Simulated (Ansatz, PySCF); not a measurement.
Process, species as SMILES: [F][GeH]([F])[F] [trifluorogermane] → [F][Ge-]([F])[F] + H+
Geometries: B3LYP-D3(BJ)/def2-TZVP minima from Ansatz (an electronic-structure program).

Property: gas-phase deprotonation energy (enthalpy at 298 K, with B3LYP-D3(BJ) rigid-rotor harmonic-oscillator terms from PySCF), in kJ/mol. Correlated levels leave the core frozen unless marked. Spin-orbit coupling is left out. Frozen are the shells of the preceding noble gas and the d and f shells that filled before the atom's block. No relativistic terms. Anions need diffuse functions: aug- sets have them; def2-D sets add few. Basis-set limits of correlation are two-point, X^-3; Hartree-Fock from the larger set. The bracket is a focal-point correction in the basis named.

```tsv
level	program	gas-phase deprotonation energy (kJ/mol)
BHLYP-D3(BJ)/def2-TZVPD	Ansatz + dftd3	1330.7
r2SCAN0/def2-TZVPD	Ansatz	1336.5
wB97X-V/def2-TZVPD	Ansatz	1328.3
B2PLYP-D3(BJ)/def2-TZVPD	Ansatz + dftd3	1316.8
```

Problem. What does RI-MP2/CBS(aug-cc-pVTZ,aug-cc-pVQZ)+[CCSD(T)-MP2]/aug-cc-pVTZ (Ansatz) give?

Solution. 1345.7 kJ/mol, so B2PLYP-D3(BJ)/def2-TZVPD differs from it by -28.9 kJ/mol.
